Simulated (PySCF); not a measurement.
Species: C7H9S (charge +1).
Z-matrix (Å and degrees, GFN2-xTB geometry), rows numbered from 1:
```
C 
C   1  1.5207
C   2  1.4872  1  114.51
C   3  1.3871  2  121.53  1   177.54
C   4  1.3830  3  124.51  2   179.69
C   5  1.3976  4  122.92  3     0.22
C   6  1.3663  5  122.37  4    -0.06
S   7  1.6969  6  124.66  5    -0.10
H   1  1.0885  2  111.27  3    61.34
H   1  1.0885  2  111.08  3   -60.14
H   1  1.0864  2  109.74  3  -179.36
H   2  1.0953  1  109.92  3   122.21
H   2  1.0960  1  109.78  3  -121.89
H   4  1.0821  3  117.06  2    -0.33
H   5  1.0800  4  118.58  3  -179.85
H   6  1.0805  5  118.98  4   179.82
H   7  1.0802  6  121.58  5   179.88
```

The closed-shell SCF was solved with PySCF and density fitting under several settings on one GFN2-xTB geometry (grid level 2 and gas phase unless stated).

| settings | basis functions | SCF cycles | E (Eh) | HOMO (eV) | LUMO (eV) |
| --- | --- | --- | --- | --- | --- |
| PBE0/pcSseg-1 | 188 | 14 | -669.5669 | -12.99 | -7.57 |
| PBE0/def2-SVPD | 239 | 14 | -669.3223 | -12.93 | -7.49 |

Problem. Estimate the rows for these settings: (1) KT3/6-31G*; (2) B3LYP/pcSseg-1; (3) PBE0/6-31++G**, IEF-PCM dichloromethane, grid level 1.

Solution. 
```json
{"settings": "KT3/6-31G*", "basis functions": "134", "SCF cycles": "15", "E (Eh)": "-677.4104", "HOMO (eV)": "-11.81", "LUMO (eV)": "-8.10"}
{"settings": "B3LYP/pcSseg-1", "basis functions": "188", "SCF cycles": "15", "E (Eh)": "-670.0623", "HOMO (eV)": "-12.76", "LUMO (eV)": "-7.71"}
{"settings": "PBE0/6-31++G**, IEF-PCM dichloromethane, grid level 1", "basis functions": "202", "SCF cycles": "10", "E (Eh)": "-669.6953", "HOMO (eV)": "-9.10", "LUMO (eV)": "-3.66"}
```

Problem. Over all rows, what range does the HOMO–LUMO gap span?

Solution. From 3.71 eV to 5.44 eV.

Problem. Compare two rows with the functional PBE0: PBE0/pcSseg-1 and PBE0/def2-SVPD. Which energy is lower, and by how much?

Solution. PBE0/pcSseg-1 (188 functions) lies 0.2446 Eh or 153 kcal/mol below PBE0/def2-SVPD (239 functions). The smaller set gives the lower energy; the two sets aren't nested, so the variational bound doesn't order them by size.

Whole jobs, the steps after the SCF included, on one thread of an Arm Neoverse V1, on a shared host:

| settings | work after the SCF | wall time | peak memory |
| --- | --- | --- | --- |
| PBE0/pcSseg-1 | shieldings, ring-centre shieldings, charges and field gradients | 30 s | 0.92 GiB |
| PBE0/def2-SVPD | 6 singlets by full TDDFT, 2 Tamm–Dancoff triplets, polarisability | 44 s | 0.98 GiB |
| KT3/6-31G* | spin–spin couplings from 16 perturbed nuclei, spin–dipole term left out | 28 s | 0.50 GiB |
| B3LYP/pcSseg-1 | spin–spin couplings from 16 perturbed nuclei, spin–dipole term left out | 50 s | 0.94 GiB |
| PBE0/6-31++G**, IEF-PCM dichloromethane, grid level 1 | shieldings, ring-centre shieldings | 21 s | 1.0 GiB |

Cycle counts include a coarse-grid stage where the run had one. All basis functions are spherical, in the Pople sets too. KT3 was designed for NMR shieldings or shifts; total energies of different functionals aren't comparable. The structure is a single GFN2-xTB conformer; no vibrational corrections.
